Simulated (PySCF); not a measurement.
C$_{3}$H$_{3}$, charge -1, singlet, geometry from GFN2-xTB (in this run its highest filled SCF level lies above zero, so its values depend strongly on the basis, on diffuse functions most of all), with bond 4-2 at 2.0 times its length; PBE0/6-31G** run with PySCF.

Here is a job for PySCF.
```python
from pyscf import gto, scf, dft

mol = gto.M(
    atom='''
C    -0.00058846   -0.06735310    0.13145175
C     0.01272709    0.42165409    1.28692893
C    -0.00916618   -0.23508926   -1.20054090
H     0.00361699   -0.59504183    3.21815971
H     0.90933867   -0.33006222   -1.78374476
H    -0.93534543   -0.29851433   -1.77583821
''',
    basis='6-31g**',
    charge=-1,
    verbose=4,
)

mf = dft.RKS(mol)
mf.xc = 'pbe0'
mf.init_guess = '1e'
mf = mf.newton()
mf.kernel()
mf.analyze()
```

Problem. Predict the main parts of the log of this PySCF run.

Solution. 
```
PySCF version 2.14.0

[INPUT] verbose = 4
[INPUT] num. atoms = 6
[INPUT] num. electrons = 22
[INPUT] charge = -1
[INPUT] spin (= nelec alpha-beta = 2S) = 0
[INPUT] symmetry False subgroup None
[INPUT] Mole.unit = angstrom
[INPUT] Symbol           X                Y                Z      unit          X                Y                Z       unit  Magmom
[INPUT]  1 C     -0.000588460000  -0.067353100000   0.131451750000 AA   -0.001112028235  -0.127278912640   0.248407806095 Bohr   0.0
[INPUT]  2 C      0.012727090000   0.421654090000   1.286928930000 AA    0.024050714463   0.796810749403   2.431943219480 Bohr   0.0
[INPUT]  3 C     -0.009166180000  -0.235089260000  -1.200540900000 AA   -0.017321569808  -0.444254316227  -2.268693502339 Bohr   0.0
[INPUT]  4 H      0.003616990000  -0.595041830000   3.218159710000 AA    0.006835120495  -1.124466091360   6.081440477010 Bohr   0.0
[INPUT]  5 H      0.909338670000  -0.330062220000  -1.783744760000 AA    1.718401040776  -0.623727199866  -3.370789072528 Bohr   0.0
[INPUT]  6 H     -0.935345430000  -0.298514330000  -1.775838210000 AA   -1.767546694564  -0.564110327958  -3.355847858438 Bohr   0.0

nuclear repulsion = 51.1752611369923
number of shells = 27
number of NR pGTOs = 102
number of NR cGTOs = 57
basis = 6-31g**
ecp = {}

******** <class 'pyscf.soscf.newton_ah.SecondOrderRKS'> ********
method = SecondOrderRKS
initial guess = 1e
damping factor = 0
level_shift factor = 0
DIIS = <class 'pyscf.scf.diis.CDIIS'>
diis_start_cycle = 1
diis_space = 8
diis_damp = 0
SCF conv_tol = 1e-09
SCF conv_tol_grad = None
SCF max_cycles = 50
direct_scf = True
direct_scf_tol = 1e-13
XC library pyscf.dft.libxc version 7.1.2
    S. Lehtola, C. Steigemann, M. J. T. Oliveira, and M. A. L. Marques,  SoftwareX 7, 1–5 (2018)
XC functionals = pbe0
    C. Adamo and V. Barone,  J. Chem. Phys. 110, 6158 (1999)
    M. Ernzerhof and G. E. Scuseria,  J. Chem. Phys. 110, 5029 (1999)
radial grids:
    Treutler-Ahlrichs [JCP 102, 346 (1995); DOI:10.1063/1.469408] (M4) radial grids

becke partition: Becke, JCP 88, 2547 (1988); DOI:10.1063/1.454033
pruning grids: <function nwchem_prune>
grids dens level: 3
symmetrized grids: False
atomic radii adjust function: <function treutler_atomic_radii_adjust>
small_rho_cutoff = 0
******** <class 'pyscf.dft.rks.RKS'> Newton solver flags ********
SCF tol = 1e-09
conv_tol_grad = None
max. SCF cycles = 50
direct_scf = True
direct_scf_tol = 1e-13
max_cycle_inner = 12
max_stepsize = 0.05
ah_start_tol = 1e+09
ah_level_shift = 0
ah_conv_tol = 1e-12
ah_lindep = 1e-14
ah_start_cycle = 1
ah_max_cycle = 40
ah_grad_trust_region = 2.5
kf_interval = 4
kf_trust_region = 5
canonicalization = True
Set conv_tol_grad to 3.16228e-05
Initial guess from hcore.
  HOMO = -8.70357817329219  LUMO = -8.46108603018646  gap/eV = 6.59855
tot grids = 71784
  HOMO = 0.694412416632229  LUMO = 0.717577620284592  gap/eV = 0.63036
Initial guess E= -96.4779349552277  |g|= 4.66737
macro= 0  E= -104.317017953649  delta_E= -7.83908  |g|= 5.34279  3 KF 15 JK
macro= 1  E= -112.966747504545  delta_E= -8.64973  |g|= 2.84203  3 KF 15 JK
macro= 2  E= -114.9627575841  delta_E= -1.99601  |g|= 1.16247  3 KF 15 JK
macro= 3  E= -115.545839495976  delta_E= -0.583082  |g|= 0.196078  3 KF 18 JK
macro= 4  E= -115.649590352531  delta_E= -0.103751  |g|= 0.152568  3 KF 13 JK
macro= 5  E= -115.688898883934  delta_E= -0.0393085  |g|= 0.22735  2 KF 7 JK
macro= 6  E= -115.729335109641  delta_E= -0.0404362  |g|= 0.0220446  4 KF 17 JK
macro= 7  E= -115.72995265507  delta_E= -0.000617545  |g|= 6.8788e-05  4 KF 19 JK
macro= 8  E= -115.72995265507  delta_E= 2.27374e-13  |g|= 1.03584e-05  1 KF 2 JK
Canonicalize SCF orbitals
macro X = 9  E=-115.72995265507  |g|= 1.03584e-05  total 27 KF 131 JK
converged SCF energy = -115.72995265507
**** SCF Summaries ****
Total Energy =                        -115.729952655070065
Nuclear Repulsion Energy =              51.175261136992326
One-electron Energy =                 -260.718904944702103
Two-electron Energy =                   93.813691152639691
Two-electron Coulomb Energy =          111.073361569243730
DFT Exchange-Correlation Energy =      -17.259670416604038
HOMO-LUMO gap [eV] =                     0.630357298816365
**** MO energy ****
MO #1   energy= -10.0404150025349  occ= 2
MO #2   energy= -10.0069796327756  occ= 2
MO #3   energy= -10.0034944107459  occ= 2
MO #4   energy= -0.582092811399897 occ= 2
MO #5   energy= -0.474212225164611 occ= 2
MO #6   energy= -0.292660214754216 occ= 2
MO #7   energy= -0.254066179477538 occ= 2
MO #8   energy= -0.110832526220907 occ= 2
MO #9   energy= -0.0727640492954348 occ= 2
MO #10  energy= -0.045020761288432 occ= 2
MO #11  energy= 0.0274706816086292 occ= 2
MO #12  energy= 0.13305697756038   occ= 0
MO #13  energy= 0.273043027815409  occ= 0
MO #14  energy= 0.30490762195457   occ= 0
MO #15  energy= 0.344505493915908  occ= 0
MO #16  energy= 0.406596608833444  occ= 0
MO #17  energy= 0.517329433277381  occ= 0
MO #18  energy= 0.627880234823325  occ= 0
MO #19  energy= 0.685484646499377  occ= 0
 ** Mulliken pop on meta-lowdin orthogonal AOs  **
 ** Mulliken pop  **
 ** Mulliken atomic charges  **
charge of    0C =     -0.13969
charge of    1C =     -0.35402
charge of    2C =     -0.37267
charge of    3H =     -0.29054
charge of    4H =      0.07846
charge of    5H =      0.07846

WARN: System has nonzero charge -1; the dipole moment is origin-dependent.
Location of origin: [0. 0. 0.]

Dipole moment(X, Y, Z, Debye): -0.03738, -0.55016, -6.52723
```
